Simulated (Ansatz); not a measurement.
**Cost against result**

Saddle point of SiH$_{2}$S$_{2}$F$_{2}$, singlet (SiH₂S₂F₂ ([F][Si]([F])([SH])[SH]) → SiSF₂ ([F][Si]([F])[S]) + H₂S (still joined by a long Si–S bond); bonds formed: S2–H4; bonds broken: S3–H4; bonds weakened to dative contacts: Si1–S2), PBE0-D4/def2-TZVP structure:

```xyz
7
angstrom
Si -0.5029 -0.2446 0.6089
S 0.8664 -0.3512 -1.2561
S -1.4319 1.4366 0.1066
H -0.0737 0.7958 -1.2033
F -1.2176 -1.6546 0.5898
F 0.5186 -0.3422 1.8148
H 1.8411 0.3605 -0.6609
```

Barriers are electronic and count from the start structure reached by relaxing down the imaginary mode.

Program: Ansatz 0.2.0. Basis: as named in each row. Cores are frozen in the correlated methods. B3LYP uses VWN-RPA correlation. Extrapolation: Hartree–Fock as exp(−7.88 √X), correlation as X^−2.97.

Times are rough, for one single point on 4 threads of a shared host (Intel Xeon).

The estimate by CCSD(T) at an estimated basis limit (MP2 extrapolated from triple and quadruple zeta, plus CCSD(T) − MP2 in triple zeta) is 37.86 kcal/mol.

| method | basis | time (s) | barrier (kcal/mol) | method less estimate |
| --- | --- | --- | --- | --- |
| HF | STO-3G | under 1 | 84.20 | 46.34 |
| PBE-D4 | STO-3G | under 1 | 44.91 | 7.05 |
| SPW92 | def2-SVP | 1 | 27.09 | -10.77 |
| PBE-D4 | def2-SVP | 2 | 29.95 | -7.91 |
| B3LYP-D4 | 6-31G | 2 | 37.91 | 0.04 |
| PBE0-D4 | def2-SVP | 2 | 34.49 | -3.38 |
| SPW92 | def2-TZVPP | 2 | 27.71 | -10.15 |
| BLYP-D4 | def2-TZVPP | 4 | 32.74 | -5.12 |
| PBE-D4 | def2-TZVPP | 4 | 30.34 | -7.52 |
| B3LYP-D4 | def2-TZVPP | 5 | 36.11 | -1.75 |
| PBE0-D4 | def2-TZVPP | 6 | 34.57 | -3.29 |
| BHLYP-D4 | def2-TZVPP | 6 | 41.07 | 3.21 |
| CCSD(T) | def2-SVP | 6 | 40.37 | 2.51 |
| r2SCAN-D4 | def2-TZVPP | 6 | 33.56 | -4.30 |
| CAM-B3LYP-D4 | def2-TZVPP | 6 | 38.75 | 0.89 |
| wB97M-V | def2-SVP | 7 | 37.39 | -0.47 |
| r2SCAN0-D4 | def2-TZVPP | 8 | 36.34 | -1.52 |
| RPA on PBE | def2-TZVPP | 8 | 38.23 | 0.37 |
| B2PLYP | def2-TZVPP | 10 | 37.10 | -0.76 |
| B97M-V | def2-TZVPP | 11 | 35.82 | -2.04 |
| PBE-QIDH | def2-TZVPP | 11 | 37.30 | -0.56 |
| wB97X-V | def2-TZVPP | 12 | 39.38 | 1.52 |
| wB97M-V | def2-TZVPP | 13 | 37.83 | -0.03 |
| MP2 | def2-QZVPP | 28 | 36.24 | -1.62 |
| CCSD(T) | def2-TZVPP | 100 | 38.55 | 0.69 |

All methods are single points on the PBE0-D4 structures.

No T1 diagnostic of these runs exceeds 0.014.

Labels in which every atom is bracketed show which atoms are joined, not bond orders.
